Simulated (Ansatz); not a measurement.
[NbO2(OH)2]- (NbO4H2⁻), relaxed as a singlet with RKS r2SCAN-D4/def2-SVPD in Ansatz, starting from the GFN2-xTB geometry. Force threshold 0.02 eV/Å.

In the def2 sets Nb takes a core potential; there is no spin–orbit coupling. The relaxation made no stability test and no search for a lower SCF solution.

Start:

Cartesian coordinates in Å:
```
Nb -0.081 0.376 0.055
O -0.803 1.867 0.533
O 1.350 0.666 -0.861
O -1.314 -0.608 -1.146
H -1.068 -0.819 -2.052
O 0.494 -0.633 1.664
H 1.421 -0.848 1.807
```

```json
{"step": "1", "energy (eV)": "-9770.2717", "largest force component (eV/Å)": "2.133", "SCF passes": "21"}
{"step": "2", "energy (eV)": "-9770.3900", "largest force component (eV/Å)": "0.126", "SCF passes": "30"}
{"step": "3", "energy (eV)": "-9770.3973", "largest force component (eV/Å)": "0.099", "SCF passes": "22"}
{"step": "4", "energy (eV)": "-9770.4000", "largest force component (eV/Å)": "0.126", "SCF passes": "22"}
{"step": "5", "energy (eV)": "-9770.4007", "largest force component (eV/Å)": "0.093", "SCF passes": "22"}
{"step": "6", "energy (eV)": "-9770.4011", "largest force component (eV/Å)": "0.015", "SCF passes": "25"}
```

Force components are those of the run's own axes.

End:

```
atom   x (Å)   y (Å)   z (Å)
 Nb1  -0.061   0.459   0.043
  O2  -0.830   1.964   0.552
  O3   1.400   0.787  -0.895
  O4  -1.319  -0.595  -1.092
  H5  -0.956  -0.983  -1.895
  O6   0.444  -0.618   1.646
  H7   1.322  -1.013   1.642
```

By distances, no bond broke or formed. The bond that changes most is Nb1–O3, from 1.72 to 1.77 Å (atoms count from 1).

No frequencies were taken in this run, so the end may be a saddle point.

Run time 13 s (4 threads of Arm Neoverse V2 on a shared host).
